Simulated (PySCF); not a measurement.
## Worked example: oscillator strength and radiative lifetime

CH₁₁NOSi₃, SMILES [SiH3][Si@H](C)O[SiH2]N.

Coordinates come from a B3LYP-D3(BJ)/def2-SVP optimisation. The structure was generated by enumeration; whether it is a known compound was not checked. The values are those of a single conformer.

TDA-PBE/def2-SVPD in PySCF 2.14.0 puts the first singlet state with f over 0.02 at 5.93 eV (vertical), with the transition dipole (0.490, 0.126, 0.075) in atomic units.

Problem. Find the oscillator strength, the wavelength and the radiative lifetime that this transition would have in vacuum if emission retraced absorption.

Solution. 
|μ|² = 0.2616 au, so |μ| = 1.30 D. ΔE = 5.93/27.211 = 0.2179 hartree. f = (2/3) ΔE |μ|² = 0.038 (the program prints 0.038).
λ = 1239.84/5.93 = 209 nm; ν = 47829 cm⁻¹.
Einstein's coefficient A = 0.6670 ν² f s⁻¹ (ν in cm⁻¹) = 5.8e7 s⁻¹, so τ = 1/A = 17 ns. This state is S3; the lower singlets have f = 0.016, 0.006. The figure is the radiative limit of this one transition; relaxation, internal conversion, crossing to triplets and a medium change what is measured.
